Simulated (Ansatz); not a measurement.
Relaxation of CH8GaN (11 atoms, charge 0, multiplicity 1), to a largest force component of 0.03 eV/Å in at most 50 steps.

All numbers below come from Ansatz, RKS PBE0/def2-SVP.

```xyz
11
Properties=species:S:1:pos:R:3
Ga 0.126 -0.568 -0.311
H -0.332 0.418 2.243
H 1.506 0.160 -0.289
H -1.159 -0.202 -1.115
N 0.004 -2.115 0.760
H -0.860 -2.646 0.761
C 0.991 -2.616 1.677
H 1.220 -3.685 1.516
H 1.937 -2.068 1.550
H 0.702 -2.504 2.744
H -0.338 -0.277 2.047
```

Q: Where does it end, and by what steps?

A: It converged. The force dipped under the threshold on the way, but the program's further checks kept it going. After 20 steps the energy has fallen by 0.214 eV; H2 moved furthest, 1.21 Å.

```tsv
step	energy less start (eV)	largest force component (eV/Å)	accepted
0	0.0000	1.833	yes
1	-0.1375	0.493	yes
2	-0.1735	0.298	yes
3	-0.1747	0.586	yes
4	-0.1850	0.154	yes
5	-0.1933	0.209	yes
6	-0.1929	0.252	no
7	-0.1953	0.094	yes
8	-0.1977	0.022	yes
9	-0.2008	0.090	yes
10	-0.1977	0.350	no
11	-0.2038	0.061	yes
12	-0.2061	0.078	yes
13	-0.2060	0.313	no
14	-0.2082	0.062	yes
15	-0.2099	0.062	yes
16	-0.2114	0.111	yes
17	-0.2116	0.162	yes
18	-0.2128	0.129	yes
19	-0.2136	0.045	yes
20	-0.2138	0.023	yes
```

```xyz
11
Properties=species:S:1:pos:R:3
Ga 0.321 -0.808 -0.701
H -0.870 0.184 3.297
H 1.804 -0.426 -1.014
H -0.958 -0.355 -1.476
N 0.055 -1.894 0.734
H -0.893 -2.183 0.950
C 1.041 -2.486 1.603
H 1.044 -3.591 1.556
H 2.049 -2.149 1.315
H 0.897 -2.204 2.663
H -0.694 -0.190 2.656
```

Whether the end is a true minimum wasn't checked by a vibrational analysis.

Time of the run: 49 s on 2 threads of Arm Neoverse V2, on a shared host, peak memory 0.21 GiB.
